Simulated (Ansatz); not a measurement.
Relaxation of H7OPSn (10 atoms, charge 0, multiplicity 1), to a largest force component of 0.03 eV/Å in at most 50 steps.

Computed with RKS PBE0-D4/def2-SVP in Ansatz.

```xyz
10
Properties=species:S:1:pos:R:3:forces:R:3
Sn -0.099 -0.161 -0.023 -0.21 -0.23 0.11
H -0.042 -0.067 1.706 -0.14 -0.34 -0.29
O 1.752 -0.123 -0.751 -0.01 0.11 0.01
H 2.134 -1.002 -0.829 0.03 -0.11 0.00
H -0.842 1.236 -0.659 0.00 0.02 -0.01
H -0.856 -1.602 -0.585 0.02 0.00 0.02
P 1.699 2.641 1.519 0.33 0.22 0.05
H 2.786 1.712 1.621 -0.11 0.09 -0.01
H 1.605 2.466 0.105 0.00 0.02 0.03
H 0.731 1.633 1.796 0.06 0.21 0.09
```

Task: Where does it end, and by what steps?

Result: The forces met the threshold. The force dipped under the threshold on the way, but the program's further checks kept it going. After 33 steps the energy has fallen by 0.233 eV; H10 moved furthest, 1.49 Å.

| step | energy less start (eV) | largest force component (eV/Å) | accepted |
| --- | --- | --- | --- |
| 0 | 0.0000 | 0.335 | yes |
| 2 | -0.1642 | 0.077 | yes |
| 4 | -0.1710 | 0.037 | yes |
| 6 | -0.1797 | 0.368 | yes |
| 8 | -0.1860 | 0.040 | yes |
| 10 | -0.1867 | 0.149 | yes |
| 12 | -0.1880 | 0.033 | yes |
| 14 | -0.1897 | 0.361 | yes |
| 16 | -0.2047 | 0.145 | yes |
| 18 | -0.2265 | 0.048 | yes |
| 20 | -0.2193 | 0.397 | no |
| 22 | -0.2279 | 0.118 | no |
| 24 | -0.2304 | 0.008 | yes |
| 26 | -0.2313 | 0.067 | yes |
| 28 | -0.2320 | 0.027 | yes |
| 30 | -0.2323 | 0.040 | yes |
| 32 | -0.2325 | 0.038 | yes |
| 33 | -0.2327 | 0.002 | yes |

```xyz
10
Properties=species:S:1:pos:R:3
Sn -0.219 -0.436 -0.046
H 0.221 -0.804 1.571
O 1.415 0.104 -1.064
H 2.092 -0.582 -1.066
H -1.215 0.941 -0.167
H -0.898 -1.807 -0.822
P 2.285 2.734 1.414
H 2.095 1.715 2.398
H 2.200 1.816 0.320
H 0.892 3.052 1.363
```

Time of the run: 86 s on 2 threads of Arm Neoverse V1, on a shared host, peak memory 0.2 GiB.
